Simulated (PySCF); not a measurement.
**Electron correlation in Sr²⁺ (strontium, charge +2)**

[Kr], closed-shell 1S. Calculation: PySCF 2.14, in def2-TZVPPD with the def2 core potential (28 electrons); scalar relativity through the core potential. Frozen: nothing; 8 electrons correlated.

```csv
level,correlation energy (mhartree)
CCSD,-176.21
(T),-3.63
CCSD(T),-179.84
CCSDT,-180.10
```

Diagnostics: T1 = 0.0013, D1 = 0.0019, largest double amplitude 0.024.

Cost of the coupled-cluster step: of the order of 0.6 core-seconds, for 8 correlated electrons.

The basis has no tight functions for the innermost shells, so their pair energies are far from complete.

This basis was not built for core-valence correlation, so the inner-shell part is incomplete.
